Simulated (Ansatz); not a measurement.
```xyz
8

C    -1.019    0.719   -1.022
C    -0.021    0.274   -0.278
Si    0.722   -0.779    0.991
S     1.717    0.687   -0.163
H    -0.888    1.503   -1.761
H    -2.013    0.301   -0.906
H     0.491   -0.503    2.425
H     1.009   -2.202    0.713
```

Total charge 0; spin multiplicity 1.

Task: List the CAM-B3LYP/def2-TZVPP orbital energies in eV (the Gaussian-basis code of Ansatz). (Best estimate.)

Result: Ansatz gave: Occupied: -2419.78, -1801.85, -279.76, -278.90, -217.80, -162.37, -162.31, -162.20, -146.39, -101.76, -101.69, -101.67, -24.49, -21.65, -17.02, -15.94, -13.90, -13.59, -12.48, -10.46, -10.44, -9.26, -7.83. Lowest empty: 0.32, 0.59, 1.43, 1.98, 2.69, 3.08, 3.97, 4.49.
